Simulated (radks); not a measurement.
Task: All-electron atom: Fe+ in [Ar] 3d6 4s1 (the NIST ground configuration). Method: scalar-relativistic Kohn-Sham, PBE, spin-polarised, spherical densities, point nucleus; open shells are filled with parallel spins first; computed with a radial shooting solver on a logarithmic mesh with Libxc functionals. Some entries of the table are withheld. Estimate them.

orbital,occ.,eigenvalue (eV),r(max) (bohr),<r^2> (bohr^2)
1s up,1,-7006.811,0.03827,0.004596
1s down,1,-7006.780,0.03827,0.004596
2s up,1,-828.3111,0.2224,0.08425
2s down,1,-826.4341,0.2223,0.08398
2p up,3,-706.8355,0.1799,0.06830
2p down,3,-705.4069,0.1797,0.06802
3s up,1,(1),0.7006,0.7584
3s down,1,(2),0.7015,0.7625
3p up,3,-70.0371,0.7131,0.8666
3p down,3,-65.7245,0.7145,0.8750
3d up,5,(3),0.7097,1.583
3d down,1,(4),0.7174,1.760
4s up,1,-13.0697,2.251,8.072
4s down,0,-10.8485,2.319,8.736

Result: 
(1) 3s up eigenvalue (eV): -104.0139
(2) 3s down eigenvalue (eV): -99.6415
(3) 3d up eigenvalue (eV): -17.3605
(4) 3d down eigenvalue (eV): -13.2983
